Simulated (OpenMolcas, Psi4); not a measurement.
# From Psi4 to OpenMolcas

This Psi4 1.11 job computes BF3 (boron trifluoride):

input.inp:
```
memory 2.2 GB

molecule m {
  F      0.543870     0.210740     1.174280
  B      0.000020     0.000000     0.000010
  F     -0.265170    -1.223510    -0.389620
  F     -0.278730     1.012770    -0.784660
  symmetry c1
  no_reorient
  no_com
}

set {
  basis                aug-cc-pVDZ
  reference            rks
  puream               true
  e_convergence        1e-09
  d_convergence        1e-08
  scf_type             pk
  dft_radial_points    99
  dft_spherical_points 590
}

energy_value, wavefunction = gradient('blyp', return_wfn=True)
oeprop(wavefunction, 'LOWDIN_CHARGES', 'MAYER_INDICES', 'WIBERG_LOWDIN_INDICES', title='BLYP')
print_variables()
```

```bash
$ psi4 -i input.inp -o input.out -n 1
```

The shape is that of a PBE0-D4/def2-TZVP optimisation.

It gives a total energy of -324.560720 Eh.

**Question.** Translate the job to OpenMolcas 26.06 as an input file of the program's own.

**Answer.** One way, which was run:

mol.input:
```
&GATEWAY
 BasLib=$CurrDir
 BasisSet
 F.aug-cc-pVDZ....
 F1 0.543870 0.210740 1.174280 angstrom
 F3 -0.265170 -1.223510 -0.389620 angstrom
 F4 -0.278730 1.012770 -0.784660 angstrom
 End of Basis
 BasisSet
 B.aug-cc-pVDZ....
 B2 0.000020 0.000000 0.000010 angstrom
 End of Basis

&SEWARD
 GridInput
 Grid=UltraFine
 End of Grid

&SCF
 KSDFT=BLYP
 Thresholds=1e-10 1e-07 1e-07 1e-05
 PrOrbitals=1 2

&ALASKA
```

```bash
$ export MOLCAS_MEM=1860
$ pymolcas mol.input > mol.log
```

(Basis files named in the input come from the Basis Set Exchange and aren't shown.)

Its energy is -324.560720 Eh, 0.000 mEh from the first.
